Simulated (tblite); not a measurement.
Species: C7H12BN.
Numbering: `[BH3-:1][n+:2]1[cH:3][cH:4][cH:5][c:6]([CH3:7])[c:8]1[CH3:9]` (hydrogens: H10, H11, H12 on B1; H13 on C3; H14 on C4; H15 on C5; H16, H17, H18 on C7; H19, H20, H21 on C9)
Bond orders are those of one Lewis drawing.

Computed with GFN2-xTB (tblite), gas phase: L-BFGS steps from a force-field or distance-geometry start until the largest atomic force falls under 0.01 eV/Å.

Step 9: E = -687.8075 eV
```
atom  x, y, z in Å  |  force x, y, z in eV/Å
B1     -2.1896   -1.4312   -0.0351   -0.009  -0.053   0.002
N2     -1.1787   -0.2197    0.0133    0.050  -0.042   0.049
C3     -1.6829    1.0123   -0.0428    0.025  -0.045   0.009
C4     -0.9041    2.1501    0.0046   -0.021  -0.027   0.031
C5      0.4669    2.0049    0.1264   -0.029  -0.049  -0.026
C6      1.0052    0.7247    0.1823    0.031   0.010   0.028
C7      2.4948    0.5816    0.2937   -0.046   0.007  -0.026
C8      0.1484   -0.3823    0.1182    0.076   0.060  -0.034
C9      0.7428   -1.7559    0.1649   -0.024   0.079  -0.012
H10    -1.9402   -2.1476    0.8920   -0.070   0.050  -0.006
H11    -3.2968   -0.9890    0.0376    0.046  -0.017  -0.016
H12    -2.0066   -1.9930   -1.0791    0.021   0.043   0.039
H13    -2.7573    1.0679   -0.1252    0.033   0.019  -0.006
H14    -1.3644    3.1242   -0.0378    0.002  -0.006  -0.021
H15     1.1202    2.8652    0.1697   -0.048  -0.019   0.013
H16     2.7930   -0.4057    0.6283    0.021   0.052   0.030
H17     2.8850    1.3234    0.9882    0.016  -0.004  -0.032
H18     2.9489    0.7614   -0.6809    0.021  -0.009   0.004
H19    -0.0281   -2.5143    0.1224   -0.006   0.054  -0.012
H20     1.4240   -1.8898   -0.6757   -0.031  -0.017   0.026
H21     1.3107   -1.8703    1.0893   -0.059  -0.087  -0.041
```

Step 10: E = -687.8093 eV
```
atom  x, y, z in Å  |  force x, y, z in eV/Å
B1     -2.1902   -1.4304   -0.0336    0.039  -0.051  -0.023
N2     -1.1762   -0.2196    0.0166    0.030  -0.026   0.025
C3     -1.6828    1.0116   -0.0419    0.031  -0.052   0.014
C4     -0.9051    2.1501    0.0051   -0.008  -0.025   0.025
C5      0.4664    2.0042    0.1267   -0.035  -0.022  -0.020
C6      1.0084    0.7256    0.1829   -0.023   0.021   0.009
C7      2.4976    0.5836    0.2930   -0.083   0.000  -0.023
C8      0.1516   -0.3811    0.1180    0.029   0.031  -0.017
C9      0.7422   -1.7560    0.1637   -0.024   0.077  -0.008
H10    -1.9451   -2.1464    0.8916   -0.048   0.019   0.035
H11    -3.2961   -0.9919    0.0357    0.001   0.024  -0.011
H12    -2.0054   -1.9911   -1.0766    0.028   0.029   0.017
H13    -2.7575    1.0641   -0.1263    0.045   0.026   0.001
H14    -1.3668    3.1245   -0.0391    0.025  -0.032  -0.017
H15     1.1196    2.8640    0.1704   -0.046  -0.001   0.012
H16     2.7917   -0.4027    0.6300    0.047   0.009   0.036
H17     2.8884    1.3245    0.9858    0.028   0.031  -0.002
H18     2.9518    0.7618   -0.6806    0.033  -0.010  -0.028
H19    -0.0300   -2.5125    0.1204   -0.024   0.050  -0.016
H20     1.4221   -1.8916   -0.6769   -0.010  -0.015   0.024
H21     1.3065   -1.8738    1.0893   -0.033  -0.083  -0.034
```

Step 11: E = -687.8108 eV
```
atom  x, y, z in Å  |  force x, y, z in eV/Å
B1     -2.1902   -1.4306   -0.0327    0.055  -0.024  -0.025
N2     -1.1738   -0.2199    0.0196    0.008  -0.024   0.000
C3     -1.6822    1.0100   -0.0409    0.018  -0.029   0.019
C4     -0.9061    2.1496    0.0061   -0.007  -0.023   0.011
C5      0.4655    2.0033    0.1266   -0.022   0.025  -0.006
C6      1.0105    0.7269    0.1835   -0.052   0.006  -0.012
C7      2.4988    0.5852    0.2921   -0.059   0.003  -0.010
C8      0.1545   -0.3797    0.1175   -0.015   0.009   0.007
C9      0.7412   -1.7548    0.1626   -0.014   0.034  -0.005
H10    -1.9499   -2.1451    0.8920   -0.027  -0.012   0.067
H11    -3.2955   -0.9938    0.0340   -0.021   0.050  -0.010
H12    -2.0038   -1.9891   -1.0744    0.037   0.005  -0.015
H13    -2.7568    1.0615   -0.1271    0.045   0.023   0.007
H14    -1.3683    3.1242   -0.0404    0.034  -0.048  -0.012
H15     1.1183    2.8631    0.1712   -0.042   0.016   0.010
H16     2.7915   -0.4000    0.6320    0.053  -0.014   0.033
H17     2.8915    1.3258    0.9837    0.024   0.047   0.008
H18     2.9545    0.7619   -0.6808    0.027  -0.015  -0.039
H19    -0.0318   -2.5100    0.1185   -0.044   0.049  -0.022
H20     1.4204   -1.8934   -0.6774    0.010  -0.010   0.013
H21     1.3026   -1.8782    1.0886   -0.009  -0.070  -0.019
```

Step 12: E = -687.8120 eV
```
atom  x, y, z in Å  |  force x, y, z in eV/Å
B1     -2.1893   -1.4312   -0.0322    0.040   0.005  -0.008
N2     -1.1716   -0.2208    0.0222   -0.024  -0.008  -0.019
C3     -1.6813    1.0081   -0.0397    0.009  -0.015   0.020
C4     -0.9071    2.1486    0.0071   -0.001  -0.020  -0.002
C5      0.4642    2.0031    0.1264   -0.002   0.042   0.010
C6      1.0115    0.7282    0.1838   -0.045   0.007  -0.025
C7      2.4991    0.5868    0.2912   -0.008   0.004   0.004
C8      0.1568   -0.3782    0.1172   -0.042  -0.024   0.027
C9      0.7402   -1.7534    0.1616   -0.001  -0.016  -0.003
H10    -1.9546   -2.1442    0.8937   -0.009  -0.030   0.079
H11    -3.2951   -0.9945    0.0323   -0.018   0.059  -0.013
H12    -2.0017   -1.9873   -1.0729    0.044  -0.019  -0.040
H13    -2.7552    1.0598   -0.1277    0.026   0.017   0.011
H14    -1.3690    3.1230   -0.0419    0.027  -0.044  -0.008
H15     1.1163    2.8626    0.1721   -0.030   0.038   0.007
H16     2.7923   -0.3976    0.6343    0.044  -0.012   0.022
H17     2.8946    1.3277    0.9818    0.008   0.046   0.000
H18     2.9573    0.7615   -0.6815    0.008  -0.021  -0.029
H19    -0.0343   -2.5068    0.1164   -0.060   0.045  -0.029
H20     1.4191   -1.8951   -0.6775    0.025  -0.003   0.001
H21     1.2989   -1.8835    1.0875    0.010  -0.051  -0.003
```

Q: Estimate the geometry and energy of step 13. (The exact step hangs on the optimiser's Hessian estimate; all steps are aligned on step 12, rigid shifts and turns removed.)

A: E = -687.8133 eV, largest force 0.085 eV/Å
```
atom  x, y, z in Å  |  force x, y, z in eV/Å
B1     -2.1879   -1.4317   -0.0318    0.003   0.017   0.013
N2     -1.1700   -0.2218    0.0244   -0.034  -0.011  -0.026
C3     -1.6802    1.0060   -0.0381   -0.013   0.010   0.013
C4     -0.9080    2.1472    0.0081    0.012  -0.013  -0.012
C5      0.4629    2.0034    0.1263    0.018   0.043   0.021
C6      1.0118    0.7297    0.1836   -0.017  -0.008  -0.025
C7      2.4994    0.5884    0.2904    0.041   0.005   0.014
C8      0.1585   -0.3773    0.1175   -0.046  -0.034   0.037
C9      0.7391   -1.7523    0.1605    0.009  -0.060   0.000
H10    -1.9595   -2.1438    0.8967    0.004  -0.031   0.065
H11    -3.2948   -0.9941    0.0303    0.004   0.055  -0.018
H12    -1.9987   -1.9859   -1.0722    0.047  -0.036  -0.048
H13    -2.7532    1.0584   -0.1280    0.000   0.010   0.015
H14    -1.3692    3.1210   -0.0434    0.008  -0.027  -0.004
H15     1.1137    2.8630    0.1731   -0.016   0.058   0.004
H16     2.7939   -0.3954    0.6370    0.026   0.005   0.009
H17     2.8976    1.3303    0.9798   -0.014   0.034  -0.018
H18     2.9601    0.7608   -0.6826   -0.016  -0.027  -0.007
H19    -0.0380   -2.5026    0.1138   -0.068   0.036  -0.036
H20     1.4182   -1.8968   -0.6776    0.033   0.005  -0.007
H21     1.2954   -1.8897    1.0864    0.022  -0.032   0.009
```

The energy changes by -0.0012 eV. The first-order estimate −F·Δx gives -0.0017 eV and the mean of the old and new forces, exact on a quadratic surface, -0.0012 eV. The step makes an angle of 61° with the force vector and moves no atom by more than 0.007 Å.

The cost below is that of the whole relaxation. On an Arm Neoverse V1 with one thread, no GPU, shared host with 32 logical CPUs at a one-minute load of 18, this took 1.3 s.
